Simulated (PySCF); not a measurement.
C2H7ISi, SMILES C[SiH](C)I.

Geometry optimised at B3LYP-D3(BJ)/def2-SVP. The def2 effective core potentials stand for the cores of I; spin–orbit coupling is left out.

All values below come from TDA-PBE0/def2-SVPD (PySCF).

Vertical excitations.  State labels are in the subgroup Cs.

Computed lowest excited states:
| state | symmetry | energy (eV) | λ (nm) | f | main pairs |
|---|---|---|---|---|---|
| S1 | A' | 5.66 | 219 | 0.009 | HOMO→LUMO 98 % |
| S2 | A" | 5.67 | 218 | 0.008 | HOMO−1→LUMO 98 % |
| S3 | A" | 6.80 | 182 | 0.092 | HOMO−1→LUMO+1 95 % |
| S4 | A' | 6.81 | 182 | 0.067 | HOMO→LUMO+1 93 % |
| S5 | A" | 7.10 | 175 | 0.005 | HOMO→LUMO+2 94 % |
| S6 | A' | 7.17 | 173 | 0.001 | HOMO−1→LUMO+2 83 % |
| S7 | A' | 7.40 | 168 | 0.034 | HOMO→LUMO+3 70 %, HOMO−2→LUMO 11 % |
| S8 | A" | 7.40 | 167 | 0.001 | HOMO−1→LUMO+3 96 % |
| S9 | A' | 7.47 | 166 | 0.035 | HOMO→LUMO+4 62 %, HOMO→LUMO+3 18 % |
| S10 | A" | 7.50 | 165 | 0.024 | HOMO−1→LUMO+4 87 % |
| T1 | A' | 5.19 | 239 | 0 | HOMO→LUMO 97 % |
| T2 | A" | 5.21 | 238 | 0 | HOMO−1→LUMO 97 % |
| T3 | A' | 6.38 | 194 | 0 | HOMO−2→LUMO 85 % |
| T4 | A' | 6.59 | 188 | 0 | HOMO→LUMO+1 82 % |
Triplets are in the Tamm–Dancoff approximation.
